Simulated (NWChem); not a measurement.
Species: tetramethylsilane (C4H12Si); SMILES C[Si](C)(C)C

```xyz
17

C     -0.9989    -1.0690    -1.2069
Si    -0.0003     0.0002    -0.0002
C     -1.1797     0.8390     1.2254
C      1.2242    -1.0936     0.9492
C      0.9529     1.3238    -0.9678
H     -1.5644    -1.8464    -0.6782
H     -0.3460    -1.5713    -1.9314
H     -1.7187    -0.4662    -1.7743
H     -0.6342     1.4677     1.9401
H     -1.7477     0.0994     1.8031
H     -1.9041     1.4803     0.7082
H      0.7045    -1.8727     1.5206
H      1.9237    -1.5950     0.2689
H      1.8190    -0.5056     1.6591
H      1.6454     0.8718    -1.6887
H      0.2724     1.9761    -1.5289
H      1.5434     1.9613    -0.2983
```
Atoms are numbered in this order, from 1.

Structure relaxed at the B3LYP/6-31G* (spherical d) level. No frequency run checked for a minimum.

**Question.** Give the principal values of the shielding tensors (ppm) of C1, Si2 from Hartree-Fock/6-31G* (spherical d), GIAO (NWChem), with their diamagnetic and paramagnetic parts as GIAO splits them.

**Answer.** 
```json
[
 {"atom": "C1", "σ11": "198.7", "σ22": "198.7", "σ33": "203.5", "isotropic": "200.3", "diamagnetic": "252.6", "paramagnetic": "-52.4"},
 {"atom": "Si2", "σ11": "450.1", "σ22": "450.1", "σ33": "450.2", "isotropic": "450.1", "diamagnetic": "879.5", "paramagnetic": "-429.4"}
]
```
